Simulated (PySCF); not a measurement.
Gas-phase reaction: 2 GeHCl + 3 GeH4 = GeH2Cl2 + 4 GeH3. Level: PBE0/def2-QZVP†; standard pressure 1 bar.

Energies from PySCF, thermal terms from the rigid-rotor harmonic-oscillator model, ideal gas at 1 bar. † marks an energy on the PBE0/def2-TZVP geometry and frequencies. Open shells (unrestricted): GeH3 (multiplicity 2); the rest are closed-shell singlets. Ge: all electrons, no relativistic terms. GeHCl, GeH3: computed as isolated molecules; such fragments, hydroxides, amides, oligomers or adducts are transient or little studied in the gas. The harmonic model lacks anharmonicity and excited electronic states, which grow with temperature; levels with a mode under 35 cm⁻¹ are left out.

```tsv
T (K)	1000/T (1/K)	log10 K
500	2.0000	-28.08
600	1.6667	-23.00
800	1.2500	-16.64
1000	1.0000	-12.81
1200	0.8333	-10.25
1400	0.7143	?
```

Question: Fit log10 K = a + b·(1000/T) to the five rows, get the mean ΔH° and ΔS°, and predict log10 K at 1400 K.

Answer: Means: 1000/T = 1.3500, log10 K = -18.156. Sums of products about the means: Sxy = -14.09242, Sxx = 0.922278, so b = Sxy/Sxx = -15.28 and a = -18.156 − (-15.28)×1.3500 = 2.47.
ΔH° = −R ln 10 × 1000 K × b = −19.145 × (-15.28) = 293 kJ; ΔS° = R ln 10 × a = 47 J/K. The run's own values go from 291 kJ and 45 J/K at 500 K to 294 kJ and 49 J/K at 1400 K.
Prediction at 1400 K: 2.47 + (-15.28)×0.7143 = -8.44. The computed value is -8.42, 0.02 from the line.
For scale, ΔH°(298 K) is 289 kJ at this level, 323 kJ at ωB97M-V/def2-TZVP†, and runs from 178 to 575 kJ over the 20 levels computed.
